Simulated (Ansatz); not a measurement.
C2H8OSSi (`CO[SiH](C)S`), relaxed with RKS PBE0-D4/def2-TZVP in the Gaussian-basis code of Ansatz from a PBE-D4/def2-SVP geometry. The force threshold is 0.005 eV/Å; the program also tests the step.

The species carries charge 0 and has multiplicity 1.

Start:

```xyz
13

C    -1.596    1.290    0.287
O    -0.597    0.841   -0.608
Si    0.229   -0.614   -0.413
C     1.557   -0.506    0.909
S     1.247   -1.041   -2.259
H    -2.386    0.522    0.464
H    -1.177    1.581    1.279
H    -2.084    2.187   -0.149
H    -0.788   -1.680   -0.086
H     2.090   -1.473    1.020
H     1.111   -0.247    1.891
H     2.298    0.276    0.649
H     0.096   -1.138   -2.984
```

Problem. How much energy does the relaxation release, and in how many steps? (Best estimate.)

Solution. Ansatz gave: 0.08 eV, in 12 steps, 2 of them rejected.

Problem. Which bonds change most? (Estimate.)

Solution. Computed: O2–Si3 from 1.685 to 1.643 Å; Si3–S5 from 2.151 to 2.128 Å; S5–H13 from 1.364 to 1.343 Å; C1–H7 from 1.115 to 1.096 Å.

Problem. Give the relaxed structure. (An estimate is asked.)

Solution. Computed: 
```xyz
13

C    -1.577    1.274    0.291
O    -0.569    0.849   -0.597
Si    0.229   -0.576   -0.417
C     1.534   -0.511    0.905
S     1.229   -1.019   -2.242
H    -2.271    0.462    0.539
H    -1.149    1.663    1.222
H    -2.141    2.076   -0.189
H    -0.788   -1.619   -0.103
H     2.019   -1.483    1.019
H     1.089   -0.242    1.867
H     2.297    0.231    0.662
H     0.096   -1.104   -2.959
```
